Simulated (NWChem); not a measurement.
System: ZnHBr; SMILES [ZnH][Br]

```xyz
3

Zn     0.0000     0.0000    -1.1458
H      0.0000     0.0000    -2.6751
Br     0.0000     0.0000     1.1051
```
Atoms are numbered in this order, from 1.

Geometry: optimised at PBE-D3(BJ)/def2-SVP.

Question: List the 6 lowest vertical singlet excitations from LRC-wPBEh/def2-SVP, TDA (NWChem).

Answer: 
```
state  energy (eV)  oscillator strength  leading excitation (squared amplitude)
-----  -----------  -------------------  --------------------------------------
S1            6.68                0.023                      HOMO → LUMO (0.97)
S2            6.68                0.023                    HOMO−1 → LUMO (0.97)
S3            7.78                0.000                    HOMO → LUMO+1 (0.50)
S4            7.82                0.000                  HOMO−1 → LUMO+1 (0.50)
S5            7.82                0.000                  HOMO−1 → LUMO+2 (0.50)
S6            7.95                0.038                    HOMO−2 → LUMO (0.39)
```
